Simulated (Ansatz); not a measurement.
`C[Si](C)(O)Cl` → `[CH2]` (triplet) + `C[SiH](O)Cl` at 700 K and 1 bar (formal loss of a carbene).

Computed with Ansatz on PBE0-D4/def2-TZVP structures; ΔE is electronic, products minus reactants. CCSD(T)/CBS is the MP2 limit (def2-TZVPP, def2-QZVPP) plus CCSD(T) − MP2 in def2-TZVPP, frozen cores. This one scheme is used for every species. Triplets are unrestricted, without spin–orbit coupling. One conformer a species, not always the lowest.

```
          species  CCSD(T)/CBS energy (Eh)  H − E (kJ/mol)  S (J/(mol·K))
  `C[Si](C)(O)Cl`               -904.49412           325.0          498.0
`[CH2]` (triplet)                -39.09499            70.4          226.8
    `C[SiH](O)Cl`               -865.21254           230.4          430.7
```

H − E and S are ideal-gas, rigid-rotor, harmonic terms from PBE0-D4/def2-TZVP, for one conformer and one mirror image of each species, with the whole ground term of open shells counted as degenerate. 1 Eh = 2625.50 kJ/mol, R = 8.31446 J/(mol·K).

By hand: ΔE, ΔH, ΔS and ΔG.

ΔE = (-39.09499) + (-865.21254) − (-904.49412) = 0.18659 Eh = 489.9 kJ/mol. Δ(H − E) = 70.4 + 230.4 − 325.0 = -24.2, so ΔH = 465.7 kJ/mol. ΔS = 226.8 + 430.7 − 498.0 = 159.5 J/(mol·K). ΔG = 465.7 − 700 × (159.5)/1000 = 354.0 kJ/mol.

By hand: the equilibrium constant, and the temperature at which ΔG would vanish if ΔH and ΔS stayed fixed.

log₁₀ K = −ΔG/(RT ln 10) = -26.4. ΔG = 0 at ΔH/ΔS = 2920 K, far beyond where these terms or the molecules hold.

The number of gas molecules changes by +1, which sets the sign of ΔS. A doubt of 5 kJ/mol in ΔE shifts log₁₀ K by 0.4 here. Other conformers and mirror images would add mixing entropy, several J/(mol·K) or more a flexible species. A triplet takes part, so the spin changes. These are equilibria of isolated gas molecules and say nothing of rates. Largest T1 diagnostic: 0.011 (customary marks: 0.02 for closed shells, 0.045 for open ones).
